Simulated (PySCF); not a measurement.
Correlation energy of Ar²⁺ (argon, charge +2)

Starting occupation: [Ne] 3s2 3p4, 3p1/2 with m_j = +1/2, 3p3/2 with m_j = -1/2, +1/2, +3/2. All numbers are calculated (PySCF 2.14, X2C-1e with screened-nucleus spin-orbit coupling, Gaussian nucleus, in x2c-TZVPall-2c with one added diffuse shell each of s, p type (6s7p2d1f, 44 functions)). Frozen: [Ne]; 6 electrons correlated; the 6 highest virtual spinors left out.

MP2 pair energies summed by pair of shells (mhartree):

```
 pair  energy  share (%)
3p-3p  -62.99       47.1
3p-3s  -61.43       46.0
3s-3s   -9.20        6.9
```

Total MP2 correlation energy: -133.62 mhartree.

The GHF reference relaxed away from the jj start to a determinant that is no pure jj level (⟨S²⟩ = 2.00, ⟨J²⟩ = 6.01); the energies belong to that determinant.
